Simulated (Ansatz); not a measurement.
BeP-, multiplicity 3 (lowest of 2S+1 = 1, 3, 5 at CCSD(T)/def2-TZVPP on PBE0 minima; our sources give no spin for the ground state, which may be another), most abundant isotopes (9.0122 and 30.9738 u). Constants from fifth-degree fits in 1/R to seven points on the lowest solution found; no spin–orbit coupling, no relativity up to Kr; ω_e x_e and α_e move by some per cent with the fit.

Correlated levels freeze the inner cores; with def2 sets outer-core shells near the valence are correlated too.

Programs: Ansatz (a first-principles code). Values without a source in brackets are computed.

```csv
level,r_e (Å),ω_e (cm⁻¹),ω_e x_e (cm⁻¹),α_e (cm⁻¹)
PBE/def2-TZVPP,1.9730,710.6,5.05,0.00603
CCSD(T)/def2-QZVPP,1.9628,726.5,5.36,0.00612
```

Derive the rotational constants, the centrifugal constant, the fundamental, the zero-point energy and the force constant.


μ = 6.98098 u.
- PBE/def2-TZVPP: B_e = 16.8576/(μ r_e²) = 0.62033 cm⁻¹; B₀ = B_e − α_e/2 = 0.61731 cm⁻¹; D = 4B_e³/ω_e² = 1.89e-06 cm⁻¹; fundamental ω_e − 2ω_e x_e = 700 cm⁻¹; zero-point energy ω_e/2 − ω_e x_e/4 = 354 cm⁻¹; k = μ(2πcω_e)² = 208 N/m
- CCSD(T)/def2-QZVPP: B_e = 16.8576/(μ r_e²) = 0.62680 cm⁻¹; B₀ = B_e − α_e/2 = 0.62374 cm⁻¹; D = 4B_e³/ω_e² = 1.87e-06 cm⁻¹; fundamental ω_e − 2ω_e x_e = 716 cm⁻¹; zero-point energy ω_e/2 − ω_e x_e/4 = 362 cm⁻¹; k = μ(2πcω_e)² = 217 N/m
